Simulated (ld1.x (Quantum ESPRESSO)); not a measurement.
**Varying the RRKJ potential for chromium**

Base potential:

Cr, norm-conserving RRKJ (Kleinman–Bylander form), made with ld1.x (Quantum ESPRESSO) 7.5 (PBEsol, scalar-relativistic). Core [Ne] 3s2, reference 3p6 3d5 4s0.5 4p0 (charge +0.5). Waves: 4s (bound): rc 2.50 bohr; 3p (bound): rc 0.95 bohr; 3d (bound): rc 1.00 bohr. Local part: all-electron potential smoothed inside 1.35 bohr (lloc = -1). Core correction: a·sin(br)/r model core, default radius (core density twice the valence density). rho0 = 0.01.

All-electron outer shells of the reference configuration (PBEsol, scalar-relativistic, ld1.x):

| shell | level (eV) | outermost node (bohr) | outermost maximum (bohr) |
| --- | --- | --- | --- |
| 3s | -77.05 | 0.36 | 0.78 |
| 3p | -48.64 | 0.33 | 0.80 |
| 4s | -6.85 | 1.12 | 2.68 |
| 3d | -6.21 | – | 0.84 |
| 4p | -3.30 | 1.24 | 3.48 |

Cutoffs, loose and tight: the cutoffs (Ry, on a coarse ladder) from which the occupation-weighted sum of valence levels, in a spherical-Bessel basis at the reference potential, stays within 10 and 1 mRy of its value at 400 Ry. They do not see the model core or the augmentation charge, which bear on the density cutoff. Test errors are all-electron minus pseudo excitation energies from the reference, over the configurations 3p6 3d5 4s1 4p0; 3p6 3d5 4s0 4p0; 3p6 3d4 4s0 4p0; 3p6 3d5 4s0 4p1; 3p6 3d4 4s1 4p1; 3p6 3d4 4s2 4p0; 3p6 3d4 4s1 4p0. A dash means not determined; rows that change the core or the reference have their own tests.

A true bound ghost makes a file unfit for plane-wave use even where its test errors are small: the radial tests pick states by their node count and pass the ghost by.

The default core radius of the base comes out at 0.46 bohr.

| change | outcome | cutoff, loose | cutoff, tight | bound ghosts | largest test error (meV) |
| --- | --- | --- | --- | --- | --- |
| base | generated | 160 Ry | 230 Ry | s | -34 |
| core correction a·sin(br)/r model core inside 0.44 bohr | generated | 160 Ry | 230 Ry | s | -34 |
| core correction a·sin(br)/r model core inside 0.60 bohr | generated | 160 Ry | 230 Ry | s | -34 |
| core correction a·sin(br)/r model core inside 0.84 bohr | generated | 160 Ry | 230 Ry | s | -33 |
| core correction a·sin(br)/r model core inside 0.94 bohr | generated | 160 Ry | 230 Ry | s | -33 |
| core correction a·sin(br)/r model core inside 1.08 bohr | generated | 160 Ry | 230 Ry | s | -33 |

Problem. What comes out with this change to the base: core correction none?

Solution. outcome: generated; cutoff, loose: 160 Ry; cutoff, tight: 230 Ry; bound ghosts: s; largest test error (meV): -27.
